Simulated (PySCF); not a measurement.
Exercise with solution: chemical shift, span and skew from a shielding tensor

GeHF2Cl, SMILES [F][GeH]([F])[Cl]. Atoms are numbered in the order given.

```xyz
5

Ge    -0.3284    -0.2931     0.0000
F     -1.0416     0.4736     1.3723
F     -1.0416     0.4736    -1.3723
Cl     1.7592     0.1553     0.0000
H     -0.6472    -1.7838     0.0000
```

Geometry optimised at B3LYP-D3(BJ)/def2-SVP.

GIAO shieldings from PBE0/pcSseg-1 run with PySCF, non-relativistic, no solvent. The symmetric part of the tensor of F2 has the principal values 231.2, 295.8, 377.7 ppm. The same nucleus in CFCl3 has σ = 167.2 ppm at this level (PySCF, at its B3LYP-D3(BJ)/def2-TZVP geometry). Without spin–orbit terms, shifts of atoms bonded to Cl or Br come out too high.

Problem. Work out the isotropic shielding, the ¹⁹F shift against CFCl3, the span and the skew.

Solution. 
σ(iso) = (σ11 + σ22 + σ33)/3 = 301.6 ppm. δ = σ(ref) − σ(iso) = 167.2 − (301.6) = -134.4 ppm.
Span Ω = σ33 − σ11 = 146.5 ppm. Skew κ = 3(σ(iso) − σ22)/Ω = 0.12. Tumbling in solution averages the tensor to δ; in a static solid the shielding alone would spread this spin-1/2 line over Ω.
